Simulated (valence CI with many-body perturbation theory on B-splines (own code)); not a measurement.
E1 transitions of Cu XXIV

Level of theory: valence CI with perturbative core correlation (CI+MBPT): four valence electrons over a frozen Dirac-Fock core [He], a basis of 11 s, 11 p, 10 d, 8 f, 5 g, 2 h functions for each j, with the one-electron correlation potential Σ1, the two-electron term Σ2, the three-electron term Σ3, Breit, model QED; selected CI, second order for the rest, scaled by the run's own slope (own B-spline code, finite nucleus).

No measured spectrum was set against this ion. As an estimate, levels of excited configurations hold to 0.05 to 0.15 % of their energy, terms of the ground configuration to about 0.5 %. Among the levels kept, up to 1000 cm⁻¹ of a level comes from second order outside the variational space, and about a tenth of that is noise between levels of different J, which matters for small intervals.

Lines 201 to 250 of 542 in falling wavelength, among levels below 110.19 Ry, chosen from the strongest by gf and those to the six lowest levels. Wavelengths and rates use the calculated energies, so an error of 700 cm⁻¹ moves a line at 94.98 Å by 0.066 % and its rate by three times that or more. Electric multipoles are in the length gauge with retardation, E1 and E2 with the static RPA response of the core. Weak lines are less certain than strong ones. Lines between different terms over intervals too small for the method are left out, as are lines whose strength nearly cancels. Where a level lies close to another of its J and parity, the split of strength between their lines is uncertain. The highest levels of a list are the least certain.

Names give the largest LS component (configuration and term), which can be under half, so a name can repeat, a term be missing and a line seem to break the LS rules; names also repeat where a configuration has a term twice. Letters in brackets count levels of one name in rising energy.

| λ vac (Å) | Upper | Lower | A (s⁻¹) | log gf | Branch % |
| --- | --- | --- | --- | --- | --- |
| 94.98 | 2s.2p2.3p 3D°_3 [c] | 2s2.2p.3p 3D_3 | 4.68e+10 | -0.35 | 1.3 |
| 94.88 | 2s.2p3 1P°_1 | 2s2.2p2 1S_0 | 2.20e+10 | -1.05 | 19.1 |
| 94.74 | 2s.2p2.3s 1P_1 | 2s2.2p.3s 1P°_1 | 6.85e+10 | -0.56 | 0.9 |
| 94.39 | 2s.2p2.3p 3P°_2 [d] | 2s2.2p.3p 3D_3 | 4.79e+10 | -0.49 | 1.8 |
| 94.22 | 2s.2p2.3p 3D°_1 [d] | 2s2.2p.3p 3P_1 [b] | 2.93e+10 | -0.93 | 0.5 |
| 93.81 | 2s.2p2.3s 3P_2 [b] | 2s2.2p.3s 3P°_2 | 5.44e+10 | -0.45 | 1.3 |
| 93.77 | 2s.2p2.3d 1D_2 [c] | 2s2.2p.3d 1F°_3 | 3.10e+10 | -0.69 | 0.1 |
| 93.71 | 2s.2p2.3d 3P_1 [d] | 2s2.2p.3d 3P°_2 [b] | 4.06e+10 | -0.79 | 0.1 |
| 93.37 | 2s.2p2.3d 3D_2 [e] | 2s2.2p.3d 3D°_3 | 2.08e+10 | -0.87 | 0.2 |
| 93.35 | 2s.2p2.3d 3D_3 [e] | 2s2.2p.3d 3F°_4 | 3.06e+10 | -0.55 | 0.4 |
| 93.32 | 2p3.3s 1P°_1 | 2s.2p2.3s 1D_2 | 2.76e+10 | -0.97 | 0.5 |
| 91.91 | 2s.2p2.3p 1P°_1 [c] | 2s2.2p.3p 1D_2 | 3.32e+10 | -0.90 | 1.1 |
| 91.83 | 2s.2p2.3d 1D_2 [d] | 2s2.2p.3d 1F°_3 | 2.72e+10 | -0.77 | 0.1 |
| 90.50 | 2p3.3s 3P°_2 | 2s.2p2.3s 3D_3 | 1.62e+10 | -1.00 | 0.4 |
| 87.08 | 2s.2p3 3S°_1 | 2s2.2p2 3P_2 | 7.79e+10 | -0.58 | 65.8 |
| 85.84 | 2s.2p3 3P°_1 | 2s2.2p2 3P_0 | 4.68e+09 | -1.81 | 13.6 |
| 83.28 | 2s.2p3 1P°_1 | 2s2.2p2 1D_2 | 8.51e+10 | -0.58 | 73.6 |
| 83.01 | 2s.2p3 3S°_1 | 2s2.2p2 3P_1 | 2.77e+10 | -1.07 | 23.4 |
| 82.14 | 2s.2p3 1D°_2 | 2s2.2p2 3P_2 | 1.23e+10 | -1.20 | 18.7 |
| 74.81 | 2s.2p3 3S°_1 | 2s2.2p2 3P_0 | 1.06e+10 | -1.57 | 9.0 |
| 74.57 | 2p4 3P_2 | 2s.2p3 5S°_2 | 3.84e+09 | -1.80 | 5.0 |
| 69.33 | 2s.2p3 1P°_1 | 2s2.2p2 3P_1 | 7.74e+09 | -1.78 | 6.7 |
| 10.55 | 2p3.3s 1P°_1 | 2p4 1S_0 | 2.47e+12 | -0.91 | 44.5 |
| 10.52 | 2p3.3s 1D°_2 | 2p4 1D_2 | 3.86e+12 | -0.49 | 75.1 |
| 10.51 | 2s.2p2.3s 1D_2 | 2s.2p3 1D°_2 | 2.03e+12 | -0.78 | 64.0 |
| 10.50 | 2p3.3s 3D°_1 | 2p4 3P_1 | 2.67e+12 | -0.88 | 69.8 |
| 10.44 | 2p3.3s 3S°_1 | 2p4 3P_2 | 2.29e+12 | -0.95 | 47.2 |
| 10.43 | 2s2.2p.3s 1P°_1 | 2s2.2p2 1S_0 | 1.31e+12 | -1.19 | 24.1 |
| 10.43 | 2s.2p2.3s 1P_1 | 2s.2p3 1P°_1 | 3.28e+12 | -0.79 | 41.2 |
| 10.40 | 2s.2p2.3s 3P_1 [a] | 2s.2p3 3D°_2 | 3.16e+12 | -0.81 | 69.0 |
| 10.38 | 2s.2p2.3s 3D_2 | 2s.2p3 3P°_2 | 1.65e+12 | -0.88 | 34.3 |
| 10.37 | 2s.2p2.3s 3P_2 [a] | 2s.2p3 3D°_3 | 2.54e+12 | -0.69 | 54.4 |
| 10.36 | 2s.2p2.3s 3D_1 | 2s.2p3 3P°_1 | 1.95e+12 | -1.03 | 38.2 |
| 10.34 | 2p3.3s 3D°_2 | 2p4 3P_2 | 1.79e+12 | -0.84 | 65.4 |
| 10.30 | 2s2.2p.3s 3P°_2 | 2s2.2p2 1D_2 | 9.25e+11 | -1.13 | 24.7 |
| 10.30 | 2s2.2p.3s 3P°_1 | 2s2.2p2 3P_2 | 2.23e+12 | -0.97 | 53.9 |
| 10.29 | 2p3.3s 3D°_3 | 2p4 3P_2 | 2.40e+12 | -0.57 | 81.2 |
| 10.28 | 2s2.2p.3s 1P°_1 | 2s2.2p2 1D_2 | 3.55e+12 | -0.77 | 65.4 |
| 10.27 | 2p3.3s 3P°_2 | 2p4 1D_2 | 1.51e+12 | -0.92 | 38.4 |
| 10.26 | 2s.2p2.3d 3P_1 [a] | 2s.2p3 3S°_1 | 2.25e+12 | -0.97 | 13.3 |
| 10.26 | 2s.2p2.3s 5P_1 | 2s.2p3 5S°_2 | 2.40e+12 | -0.95 | 96.7 |
| 10.25 | 2s.2p2.3s 1P_1 | 2s.2p3 1D°_2 | 4.09e+12 | -0.71 | 51.4 |
| 10.25 | 2s2.2p.3s 3P°_0 | 2s2.2p2 3P_1 | 3.41e+12 | -1.27 | 100.0 |
| 10.24 | 2s2.2p.3s 3P°_1 | 2s2.2p2 3P_1 | 6.07e+11 | -1.54 | 14.7 |
| 10.24 | 2p3.3s 1P°_1 | 2p4 1D_2 | 2.31e+12 | -0.96 | 41.6 |
| 10.20 | 2s.2p2.3s 3P_2 [b] | 2s.2p3 3S°_1 | 1.26e+12 | -1.01 | 30.1 |
| 10.18 | 2p3.3s 3P°_2 | 2p4 3P_1 | 1.71e+12 | -0.88 | 43.6 |
| 10.17 | 2p3.3d 3D°_2 | 2p4 3P_1 | 1.28e+12 | -1.00 | 24.0 |
| 10.16 | 2s.2p2.3s 5P_2 | 2s.2p3 5S°_2 | 2.46e+12 | -0.72 | 93.5 |
| 10.16 | 2s.2p2.3d 3D_1 [a] | 2s.2p3 3S°_1 | 2.12e+12 | -1.01 | 10.0 |

Question: How does gf follow from A for the line at 82.14 Å?

Answer: gf = 1.4992 × (2J+1)_upper × A / σ², with σ = 1217365 cm⁻¹ and 2J+1 = 5: gf = 0.0624.
